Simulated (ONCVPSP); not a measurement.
Which change was made? (Tl, ONCV)

- Element: Tl
- Generator: ONCVPSP 4.0.1
- Type: optimised norm-conserving Vanderbilt (ONCV)
- Functional: PBEsol
- Relativity: scalar-relativistic
- Frozen core: [Kr] 4d10 4f14
- Valence charge: 21
- Reference configuration: 5s2 5p6 5d10 6s2 6p1
- Partial waves: 5s+6s: rc 1.55 bohr, ncon 3, nbas 7, qcut 8 1/bohr, 2 projectors; 5p+6p: rc 1.50 bohr, ncon 4, nbas 7, qcut 7.1 1/bohr, 2 projectors; 5d: rc 1.45 bohr, ncon 5, nbas 10, qcut 5.8 1/bohr, 1 projector
- Local potential: polynomial inside 1.15 bohr (lpopt 5, dvloc0 0 Ha)
- Core correction: none

Cutoffs, loose and tight: the cutoffs (Ha) at which the residual kinetic energy of the hardest occupied pseudo-wave falls to 1 and 0.1 mHa per electron. They do not see the model core or the augmentation charge, which bear on the density cutoff. Test errors are all-electron minus pseudo excitation energies from the reference, over the configurations 5s2 5p6 5d10 6s2 6p0; 5s2 5p6 5d10 6s1 6p0; 5s2 5p6 5d10 6s0 6p0; 5s2 5p6 5d10 6s0 6p3; variants that change the core or the reference have their own tests. The largest error is taken over the tests solved by every variant that gives reliable tests at all, those not shown here included: 5s2 5p6 5d10 6s0 6p3; 5s2 5p6 5d10 6s1 6p0; 5s2 5p6 5d10 6s2 6p0.

The base gives: outcome: generated; cutoff, loose: 54 Ha; cutoff, tight: 159 Ha; bound ghosts: none; GHOST(+) flags above zero: s; largest test error (meV): -12.

Q: After one change the result is: outcome: generated; cutoff, loose: 94 Ha; cutoff, tight: 112 Ha; bound ghosts: none; GHOST(+) flags above zero: s, p; largest test error (meV): -11. Which change was it?
A. all radii scaled by about 0.91 (s 1.40, p 1.36, d 1.32 bohr); local potential polynomial inside 1.04 bohr (lpopt 5, dvloc0 0 Ha)
B. all radii scaled by about 1.31 (s 2.02, p 1.96, d 1.90 bohr); local potential polynomial inside 1.50 bohr (lpopt 5, dvloc0 0 Ha)
C. all radii scaled by about 0.79 (s 1.22, p 1.18, d 1.14 bohr); local potential polynomial inside 0.90 bohr (lpopt 5, dvloc0 0 Ha)

A: C. The others give: all radii scaled by about 0.91 (s 1.40, p 1.36, d 1.32 bohr); local potential polynomial inside 1.04 bohr (lpopt 5, dvloc0 0 Ha) → outcome: generated; cutoff, loose: 37 Ha; cutoff, tight: 134 Ha; bound ghosts: none; GHOST(+) flags above zero: s; largest test error (meV): -11 | all radii scaled by about 1.31 (s 2.02, p 1.96, d 1.90 bohr); local potential polynomial inside 1.50 bohr (lpopt 5, dvloc0 0 Ha) → outcome: generated; cutoff, loose: 31 Ha; cutoff, tight: 97 Ha; bound ghosts: none; GHOST(+) flags above zero: none; largest test error (meV): -14.
